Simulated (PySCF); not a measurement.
**Electron correlation in Fe(8+) (iron, charge +8)**

[Ar], closed-shell 1S. All numbers are calculated (PySCF 2.14, the spin-free X2C one-electron Hamiltonian (Gaussian nucleus), in an even-tempered Gaussian basis (19 s from 0.4 bohr⁻², ratio 2.5; 12 p from 0.52 bohr⁻², ratio 2.5; 5 d from 4.4 bohr⁻², ratio 2.7; 4 f from 6.5 bohr⁻², ratio 2.7)). Frozen: 1s2; 16 electrons correlated; the 19 highest virtual orbitals of each spin left out.

```
  level  correlation energy (mhartree)
   CCSD                        -584.76
    (T)                          -3.73
CCSD(T)                        -588.49
```

Diagnostics: T1 = 0.0019, D1 = 0.0043, largest double amplitude 0.028.

Cost of the coupled-cluster step: roughly 17 core-seconds, for 16 correlated electrons.
